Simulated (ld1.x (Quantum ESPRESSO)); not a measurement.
# Reading a pseudo-wave (P (Z = 15))

Columns: radius, all-electron u(r) and pseudo u(r) of the 3p shell (level -6.07 eV) of phosphorus in the configuration [Ne] 3s1 3p4; PBE, scalar-relativistic, ultrasoft scheme, ld1.x (Quantum ESPRESSO) 7.5.

| r (bohr) | all-electron | pseudo |
| --- | --- | --- |
| 0.088 | 0.1130 | -0.0056 |
| 0.176 | 0.2452 | -0.0223 |
| 0.264 | 0.3019 | -0.0493 |
| 0.352 | 0.2872 | -0.0853 |
| 0.440 | 0.2235 | -0.1289 |
| 0.528 | 0.1320 | -0.1782 |
| 0.616 | 0.0280 | -0.2313 |
| 0.704 | -0.0783 | -0.2863 |
| 0.792 | -0.1805 | -0.3414 |
| 0.880 | -0.2747 | -0.3950 |
| 0.968 | -0.3591 | -0.4459 |
| 1.056 | -0.4328 | -0.4929 |
| 1.144 | -0.4962 | -0.5355 |
| 1.232 | -0.5495 | -0.5732 |
| 1.320 | -0.5932 | -0.6059 |
| 1.408 | -0.6277 | -0.6333 |
| 1.496 | -0.6537 | -0.6555 |
| 1.584 | -0.6721 | -0.6723 |
| 1.672 | -0.6837 | -0.6837 |
| 1.760 | -0.6894 | -0.6894 |
| 1.848 | -0.6899 | -0.6899 |
| 1.936 | -0.6861 | -0.6861 |
| 2.024 | -0.6785 | -0.6785 |
| 2.112 | -0.6679 | -0.6679 |
| 2.200 | -0.6547 | -0.6547 |
| 2.288 | -0.6395 | -0.6395 |

Q: How many radial nodes do the two functions have?

A: The all-electron 3p function has n − l − 1 = 1; the pseudo-wave has 0, since the states of the same l below it are removed with the core.

Q: At about which radius was the pseudo-wave matched?

A: 1.68 bohr. The columns agree to 0.0005 from 1.58 bohr on; several derivatives are matched, so the curves merge somewhat inside the radius.

Q: Where does each function peak?

A: Outermost all-electron maximum near 1.85 bohr, pseudo maximum near 1.85 bohr (to the table’s step).

Q: Is the pseudo-wave norm-conserving?

A: No, it belongs to an ultrasoft set: the norm inside the radius is not constrained, and the difference is carried by the augmentation charge.
